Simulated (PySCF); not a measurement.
CH2N, doublet (typed; the unrestricted solution is spin-contaminated), at a GFN2-xTB geometry; HF/aug-cc-pVDZ (PySCF).

The PySCF input:
```python
from pyscf import gto, scf

mol = gto.Mole()
mol.atom = '''
    C    -0.473210    0.104653   -0.011369
    N     0.711445   -0.157341    0.017092
    H    -1.268114   -0.649840    0.041453
    H    -0.872745    1.123304   -0.092886
'''
mol.basis = 'aug-cc-pvdz'
mol.charge = 0
mol.spin = 1
mol.verbose = 4
mol.build()

mf = scf.UHF(mol)
mf.kernel()
```

Output, abridged:

```
PySCF version 2.14.0

[INPUT] verbose = 4
[INPUT] num. atoms = 4
[INPUT] num. electrons = 15
[INPUT] charge = 0
[INPUT] spin (= nelec alpha-beta = 2S) = 1
[INPUT] symmetry False subgroup None
[INPUT] Mole.unit = angstrom
[INPUT] Symbol           X                Y                Z      unit          X                Y                Z       unit  Magmom
[INPUT]  1 C     -0.473210000000   0.104653000000  -0.011369000000 AA   -0.894237299405   0.197765508114  -0.021484296310 Bohr   0.0
[INPUT]  2 N      0.711445000000  -0.157341000000   0.017092000000 AA    1.344436202691  -0.297331398165   0.032299198921 Bohr   0.0
[INPUT]  3 H     -1.268114000000  -0.649840000000   0.041453000000 AA   -2.396388154727  -1.228019624787   0.078334817042 Bohr   0.0
[INPUT]  4 H     -0.872745000000   1.123304000000  -0.092886000000 AA   -1.649249026584   2.122736914628  -0.175529100806 Bohr   0.0

nuclear repulsion = 28.0228476140988
number of shells = 26
number of NR pGTOs = 92
number of NR cGTOs = 64
basis = aug-cc-pvdz
ecp = {}

******** <class 'pyscf.scf.uhf.UHF'> ********
method = UHF
initial guess = minao
damping factor = 0
level_shift factor = 0
DIIS = <class 'pyscf.scf.diis.CDIIS'>
diis_start_cycle = 1
diis_space = 8
diis_damp = 0
SCF conv_tol = 1e-09
SCF conv_tol_grad = None
SCF max_cycles = 50
direct_scf = True
direct_scf_tol = 1e-13
number electrons alpha = 8  beta = 7
Set gradient conv threshold to 3.16228e-05
init E= -93.4846767455086

cycle= 1 E= -93.3753279103354  delta_E= 0.109  |g|= 0.262  |ddm|= 1.61
cycle= 2 E= -93.4222746046808  delta_E= -0.0469  |g|= 0.165  |ddm|= 0.335
cycle= 3 E= -93.436226821898  delta_E= -0.014  |g|= 0.0516  |ddm|= 0.168
cycle= 4 E= -93.440113982761  delta_E= -0.00389  |g|= 0.0211  |ddm|= 0.0998
cycle= 5 E= -93.4410374225891  delta_E= -0.000923  |g|= 0.0127  |ddm|= 0.0427
cycle= 6 E= -93.4415248253409  delta_E= -0.000487  |g|= 0.0105  |ddm|= 0.0254
cycle= 7 E= -93.4421403257872  delta_E= -0.000616  |g|= 0.00888  |ddm|= 0.0358
cycle= 8 E= -93.4431500110462  delta_E= -0.00101  |g|= 0.00501  |ddm|= 0.0836
cycle= 9 E= -93.4433894913431  delta_E= -0.000239  |g|= 0.00161  |ddm|= 0.0492
cycle= 10 E= -93.4434004165796  delta_E= -1.09e-05  |g|= 0.000531  |ddm|= 0.00882
cycle= 11 E= -93.4434013954389  delta_E= -9.79e-07  |g|= 0.000138  |ddm|= 0.00302
cycle= 12 E= -93.4434014317458  delta_E= -3.63e-08  |g|= 3.89e-05  |ddm|= 0.000604
cycle= 13 E= -93.4434014348489  delta_E= -3.1e-09  |g|= 1.92e-05  |ddm|= 0.000412
cycle= 14 E= -93.4434014370855  delta_E= -2.24e-09  |g|= 5.54e-06  |ddm|= 0.000187
cycle= 15 E= -93.4434014371578  delta_E= -7.23e-11  |g|= 1.04e-06  |ddm|= 2.51e-05
Extra cycle  E= -93.4434014371587  delta_E= -8.95e-13  |g|= 4.57e-07  |ddm|= 1.45e-06
converged SCF energy = -93.4434014371587  <S^2> = 0.88510009  2S+1 = 2.1308215
```
